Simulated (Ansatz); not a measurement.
C4H8BF, SMILES `C[C@@H](F)[C@@H]1BC1`, relaxed with RKS PBE0-D4/def2-TZVP in Ansatz from a PBE-D4/def2-SVP geometry. The force threshold is 0.005 eV/Å; the program also tests the step.

Charge 0, multiplicity 1.

Start:

```xyz
14

C    -0.257    0.096    1.886
C    -0.046    0.774    0.540
F     0.787    1.883    0.732
C     0.559   -0.138   -0.509
B     0.506    0.140   -2.023
C    -0.365   -0.977   -1.427
H    -0.948   -0.765    1.785
H     0.710   -0.277    2.281
H    -0.684    0.808    2.620
H    -1.022    1.161    0.161
H     1.473   -0.653   -0.149
H     0.889    0.778   -2.969
H    -1.452   -0.780   -1.341
H    -0.152   -2.049   -1.586
```

| step | energy (eV) | largest force (eV/Å) | largest move (Å) |
| --- | --- | --- | --- |
| 1 | -7664.3798 | 0.611 | 0.000 |
| 2 | -7664.4328 | 0.177 | 0.037 |
| 3 | -7664.4382 | 0.051 | 0.017 |
| 4 | -7664.4384 | 0.015 | 0.004 |
| 5 | -7664.4385 | 0.016 | 0.002 |
| 6 | -7664.4385 | 0.008 | 0.007 |
| 7 | -7664.4386 | 0.005 | 0.003 |
| 8 | -7664.4386 | 0.003 | 0.003 |

End:

```xyz
14

C    -0.253    0.093    1.867
C    -0.045    0.762    0.530
F     0.776    1.872    0.725
C     0.567   -0.140   -0.503
B     0.504    0.139   -2.002
C    -0.369   -0.959   -1.412
H    -0.916   -0.768    1.755
H     0.703   -0.255    2.264
H    -0.698    0.787    2.581
H    -1.000    1.150    0.154
H     1.450   -0.669   -0.142
H     0.871    0.764   -2.937
H    -1.436   -0.766   -1.310
H    -0.154   -2.011   -1.569
```

Hardware: 4 threads of an Arm Neoverse V1 on a shared host. Wall time 38 s, peak host memory 0.67 GiB.
